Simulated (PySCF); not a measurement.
## BiS and its ions

PBE0; basis Bi def2-SVPD with ECP60, S def2-SVPD; scalar-relativistic core potentials; PySCF 2.14. Neutral (UKS): doublet (π ↑), Re = 2.326 Å, ωe = 443 cm⁻¹, De = 3.04 eV, HOMO -5.44 eV, LUMO -3.77 eV.

BiS⁻ (UKS): triplet (π ↑↑), Re = 2.437 Å, ωe = 373 cm⁻¹, De = 2.81 eV to Bi + S⁻. The energies at the minima are -612.56869 hartree for BiS and -612.63851 for BiS⁻.

(1) Work out the adiabatic electron affinity, without and with harmonic zero-point energies (1 hartree = 27.2114 eV, 1 eV = 8065.5 cm⁻¹), and the change of the bond length.

Spin–orbit coupling is left out, which matters for elements this heavy, above all for dissociation energies. For an ion De counts to the pair picked by the measured ionisation energies or electron affinities, which need not be the lowest pair at this level. States were picked by a PBE0 search and need not be the measured ground states.

Answers

(1) At PBE0: 0.06982 hartree = 1.900 eV between the minima; the zero-point term (443.0 − 373.0)/2 cm⁻¹ = +0.004 eV makes it 1.904 eV. Re changes by +11.1 pm against the neutral. The electron enters a π orbital; in so polar a molecule the change of length follows mostly from the change of the ionic charges.
